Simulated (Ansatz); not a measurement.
Ti(F)3(OH) (F3HOTi), SMILES [OH][Ti]([F])([F])[F], multiplicity 1. Atoms are numbered in the order given.

```xyz
6

Ti     0.0000     0.0000    -0.0200
F      1.4132    -0.8159    -0.6141
F      0.0000     1.6319    -0.6141
F     -1.4132    -0.8159    -0.6141
O      0.0000     0.0000     1.7114
H      0.0000     0.0000     2.6709
```
Charge 0, spin multiplicity 1.

Coordinates come from a PBE0-D3(BJ)/def2-SVP optimisation. The spin state was assumed, not searched. The structure was generated by enumeration; whether it is a known compound was not checked. The values are those of a single conformer.

Two levels are set side by side: PBE-D3(BJ)/def2-SVP (Ansatz, a quantum-chemistry and plane-wave program) and PBE0-D3(BJ)/def2-SVP (Ansatz). Each level has its own optimised geometry; the coordinates shown are those of the second. Differences are taken from unrounded values.

| quantity | PBE0-D3(BJ) |
|---|---|
| mean bond length (Å) | 1.580 |
| bond Ti1–F2 (Å) | 1.737 |
| bond Ti1–F3 (Å) | 1.737 |
| bond Ti1–F4 (Å) | 1.737 |
| bond Ti1–O5 (Å) | 1.731 |
| bond O5–H6 (Å) | 0.960 |

What does PBE-D3(BJ) give, and how far is it from PBE0-D3(BJ)? (An estimate is asked for; the answer gives what the named calculation found.)


| quantity | PBE-D3(BJ) | PBE-D3(BJ) minus PBE0-D3(BJ) |
|---|---|---|
| mean bond length (Å) | 1.597 | 0.016 |
| bond Ti1–F2 (Å) | 1.754 | 0.018 |
| bond Ti1–F3 (Å) | 1.754 | 0.018 |
| bond Ti1–F4 (Å) | 1.754 | 0.018 |
| bond Ti1–O5 (Å) | 1.751 | 0.019 |
| bond O5–H6 (Å) | 0.969 | 0.010 |

GGA bonds tend to be longer and softer than those of functionals with exact exchange. Differences between two approximate levels are no errors against the true value.
